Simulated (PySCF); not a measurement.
A species of formula C6H11NO2Si has this rotational fingerprint, computed with PBE0/pcSseg-1 in PySCF (dipole) on a GFN2-xTB geometry, gas phase:

* Rotational constants: A = 1447, B = 849.1, C = 623.5 MHz
* Dipole components: |μa| = 0.13 D, |μb| = 1.13 D, |μc| = 3.59 D
* Inertial defect: -133.74 u·Å²
* κ: -0.45

Problem. Which structure is it? (One computed conformer of each.)
A. `[CH3:1][O:2][CH2:3][Si@@H:4]([OH:5])[n:6]1[cH:7][cH:8][cH:9][cH:10]1` with C1–O2–C3–Si4 -178°, O2–C3–Si4–O5 -49°, C3–Si4–O5–H 42°, C3–Si4–N6–C7 6°
B. `[CH3:1][CH2:2][C@@:3]1([CH2:4][C:5]#[N:6])[CH2:7][O:8][SiH2:9][O:10]1` with C1–C2–C3–C4 63°, C2–C3–C4–C5 60°, C2–C3–C7–O8 95°, C3–C7–O8–Si9 18°, C7–O8–Si9–O10 -6°, O8–Si9–O10–C3 -9°
C. `[CH2:1]=[CH:2][C@@H:3]([O:4][CH3:5])[C@H:6]([C:7]#[N:8])[O:9][SiH3:10]` with C1–C2–C3–O4 143°, C2–C3–O4–C5 -155°, C2–C3–C6–C7 59°, C3–C6–O9–Si10 -47°
D. `[CH3:1][CH:2]([CH3:3])[O:4][C:5](=[O:6])[SiH2:7][CH2:8][C:9]#[N:10]` with C1–C2–O4–C5 90°, C2–O4–C5–O6 -3°, O4–C5–Si7–C8 -22°, C5–Si7–C8–C9 -51°
E. `[CH3:1][O:2][Si@H:3]([OH:4])[CH2:5][n:6]1[cH:7][cH:8][cH:9][cH:10]1` with C1–O2–Si3–O4 -177°, O2–Si3–O4–H 38°, O2–Si3–C5–N6 -56°, Si3–C5–N6–C7 94°
F. `[CH3:1][CH2:2][O:3][Si@@H:4]([OH:5])[n:6]1[cH:7][cH:8][cH:9][cH:10]1` with C1–C2–O3–Si4 -172°, C2–O3–Si4–O5 52°, O3–Si4–O5–H 163°, O3–Si4–N6–C7 16°

Solution. D. It is CC(C)OC(=O)[SiH2]CC#N, an asymmetric top, point group C1. The candidates at the same level (rigid rotor, commonest isotopes):

```
                        SMILES  A (MHz)  B (MHz)  C (MHz)  μa (D)  μb (D)  μc (D)  Δ (u·Å²)  point group           rotor
           CO[Si@H](O)Cn1cccc1     2125    760.3    645.1    1.43    0.71    0.26   -119.16           C1  asymmetric top
      CC[C@@]1(CC#N)CO[SiH2]O1     1889    862.8    714.1    2.56    1.45    1.24   -145.56           C1  asymmetric top
          COC[Si@@H](O)n1cccc1     1879    763.6    598.6    2.89    0.97    0.42    -86.65           C1  asymmetric top
C=C[C@@H](OC)[C@H](C#N)O[SiH3]     1346    948.2    756.9    2.87    3.24    1.34   -240.78           C1  asymmetric top
          CCO[Si@@H](O)n1cccc1     2227    689.1    551.0    1.56    1.52    0.23    -43.09           C1  asymmetric top
         CC(C)OC(=O)[SiH2]CC#N     1447    849.1    623.5    0.13    1.13    3.59   -133.74           C1  asymmetric top
```

`CC[C@@]1(CC#N)CO[SiH2]O1` has A 30 % too high; `C=C[C@@H](OC)[C@H](C#N)O[SiH3]` has C 21 % too high; `CCO[Si@@H](O)n1cccc1` has A 54 % too high; `CO[Si@H](O)Cn1cccc1` has A 47 % too high; `COC[Si@@H](O)n1cccc1` has A 30 % too high. No structure here is proved a minimum.
